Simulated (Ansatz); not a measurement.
Ge(vinyl)Cl3 (C₂H₃Cl₃Ge). Total charge 0; triplet. Geometry PBE0-D4/def2-SVP, that of the neutral singlet; atoms count from 1.

```xyz
9

Ge   -0.2941   -0.6841   -0.9695
C    -0.0218   -0.1044    0.8372
C     0.4638    1.1054    1.1203
H    -0.2835   -0.8161    1.6280
H     0.7265    1.8208    0.3341
H     0.6174    1.4268    2.1558
Cl    0.2346    0.8784   -2.3407
Cl   -2.3370   -1.2215   -1.3290
Cl    0.8941   -2.4053   -1.4362
```

At PBE0-D4/def2-TZVP a singlet of charge 0 lies 4.15 eV below the triplet at the same geometry.

Estimate the Mulliken populations from the PBE0/def2-TZVP orbitals of Ansatz.


| atom | charge (e) | spin (α − β) |
| --- | --- | --- |
| Ge1 | 0.77 | 0.03 |
| C2 | -0.15 | 0.97 |
| C3 | -0.28 | 1.11 |
| H4 | 0.17 | -0.05 |
| H5 | 0.16 | -0.05 |
| H6 | 0.15 | -0.05 |
| Cl7 | -0.27 | 0.00 |
| Cl8 | -0.27 | 0.02 |
| Cl9 | -0.27 | 0.02 |
Mulliken values depend strongly on the basis.

Where does the spin sit?

Summed by element: Ge 0.03, C 2.08, H -0.16, Cl 0.04, of 2 unpaired in all. Largest on single atoms: C3 1.11, C2 0.97, H5 -0.05.

And the Mayer bond orders between heavy atoms (over 0.3)?

Ge1–C2 0.99 (1.92 Å); Ge1–Cl7 1.04 (2.15 Å); Ge1–Cl8 1.04 (2.14 Å); Ge1–Cl9 1.04 (2.14 Å); C2–C3 0.95 (1.33 Å).
